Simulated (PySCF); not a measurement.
A single-point calculation

[Au(H2O)2]+ (singlet). PySCF 2.14.0, RKS PBE0, Au def2-SVP with ECP60, O def2-SVP, H def2-SVP; non-relativistic Hamiltonian with scalar-relativistic core potentials where named; density fitting; no spin-orbit coupling. Purpose: singlet excitations, Tamm-Dancoff PBE0.

```python
mol = gto.M(atom='''
Au     0.03079     0.02778     0.00211
O     -0.04005     0.03282     2.08528
H      0.72086     0.37518     2.58457
H     -0.38407    -0.74764     2.55206
O      0.10238     0.10059    -2.07964
H      0.45376    -0.65918    -2.57412
H     -0.65654     0.45947    -2.57027''',
    basis={'Au': 'def2-SVP', 'O': 'def2-SVP', 'H': 'def2-SVP'},
    ecp={'Au': 'def2-SVP'},
    charge=1, spin=0)
mf = dft.RKS(mol, xc='PBE0')
mf.grids.atom_grid = (50, 194)
mf = mf.density_fit()  # fitting sets: Au def2-universal-JKFIT, O def2-universal-JKFIT, H def2-universal-JKFIT
mf.conv_tol = 1e-08; mf.max_cycle = 55
mf.kernel(dm0)  # dm0: converged density of the relaxed state
td = mf.TDA(); td.nstates = 8; td.kernel()
```

Run from Python with OMP_NUM_THREADS=2; the lines above give its settings. Where DIIS fails, smearing, a level shift and second-order steps follow.
It took 64 s on 2 threads of Intel(R) Xeon(R) Processor @ 2.50GHz (Skylake/Cascade Lake) (shared host), from an already converged density.

(1) Where do the frontier levels lie, over both spins?

(2) What are the Mulliken charges and spins?

(3) Which singlet excitations follow (Tamm-Dancoff, 8 states)?

The geometry was relaxed with B3LYP (Au def2-SVP with ECP60, O def2-SVP, H def2-SVP).

Results:

(1) HOMO -13.05 eV, LUMO -6.42 eV. 

(2) 
| atom | charge (e) | spin (e) |
| --- | --- | --- |
| Au1 | 0.425 | 0.000 |
| O2 | -0.243 | 0.000 |
| H3 | 0.266 | 0.000 |
| H4 | 0.265 | 0.000 |
| O5 | -0.244 | 0.000 |
| H6 | 0.265 | 0.000 |
| H7 | 0.266 | 0.000 |

(3) 
```csv
state,eV,oscillator strength
1,5.28,0.0001
2,5.28,0.0000
3,5.31,0.0004
4,5.58,0.0018
5,5.59,0.0001
6,7.76,0.0435
7,7.98,0.1328
8,8.05,0.0857
```
Functionals without range separation put charge-transfer states too low; the basis has no diffuse functions.
